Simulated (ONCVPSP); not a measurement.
## Before and after: ONCV potential for Pd (Z = 46)

- Element: palladium (Pd)
- Generator: ONCVPSP 4.0.1
- Type: optimised norm-conserving Vanderbilt (ONCV)
- Functional: PBE
- Relativity: scalar-relativistic
- Frozen core: [Ar] 3d10
- Valence charge: 18
- Reference configuration: 4s2 4p6 4d10
- Partial waves: 4s: rc 1.55 bohr, ncon 3, nbas 7, qcut 9.1 1/bohr, 2 projectors, debl 0.6 Ha; 4p: rc 1.45 bohr, ncon 5, nbas 10, qcut 11.3 1/bohr, 2 projectors, debl 3.8 Ha; 4d: rc 1.35 bohr, ncon 4, nbas 7, qcut 6.2 1/bohr, local
- Local potential: the d channel
- Core correction: polynomial model core, fcfact 0.65

In the s channel the program set the typed energies aside and used -3.136, 0.250 Ha.

All-electron outer shells of the reference configuration (PBE, scalar-relativistic, ld1.x):

```csv
shell,level (eV),outermost node (bohr),outermost maximum (bohr)
4s,-85.33,0.45,0.85
4p,-51.20,0.46,0.91
4d,-4.05,0.45,1.10
```

Change: all radii but the core radius scaled by about 1.31 (s 2.04, p 1.90, d 1.78 bohr). In the s channel the program set the typed energies aside and used -3.136, 0.050 Ha.

Cutoffs: the cutoffs (Ha) at which the residual kinetic energy of the hardest occupied pseudo-wave falls to 1 and 0.1 mHa per electron; they do not see the model core or the augmentation charge, which bear on the density cutoff. Errors are all-electron minus pseudo energies relative to the spin-unpolarised reference configuration.

Q: Predict the effect on cutoff, ghosts and configuration errors.

A: The potential gets softer (76 Ha and 94 Ha → 33 Ha and 52 Ha); both files keep a bound ghost (p); of the 3 tests that both files solve, the error grows in 3 and shrinks in 0 by more than 15 % and 0.3 meV (median size 8.3 → 49.0 meV). A larger radius leaves more room for a smooth pseudo-wave, so fewer plane waves are needed. More of the atom is replaced by a form fitted at one configuration, so other configurations suffer.

| quantity | base | changed |
| --- | --- | --- |
| cutoff, loose | 76 Ha | 33 Ha |
| cutoff, tight | 94 Ha | 52 Ha |
| loose cutoff by channel | s 27 Ha, p 41 Ha, d 76 Ha | s 17 Ha, p 33 Ha, d 27 Ha |
| bound ghosts | p | p |
| GHOST(+) flags under 300 eV | none | none |
| tests with a reliable result | 3 of 4 | 3 of 4 |
| error for 4s2 4p6 4d9, meV [ΔE 9.12 eV] | -1.2 | -9.7 |
| error for 4s2 4p6 4d8, meV [ΔE 29.93 eV] | -8.3 | -49 |
| error for 4s1 4p6 4d10, meV [ΔE 91.57 eV] | -237 | -727 |
| rms error of d²Exc/dni dnj with the model core, mHa | 1.53 | 2.61 |

 A true bound ghost makes a file unfit for plane-wave use even where its test errors are small: the radial tests pick states by their node count and pass the ghost by.
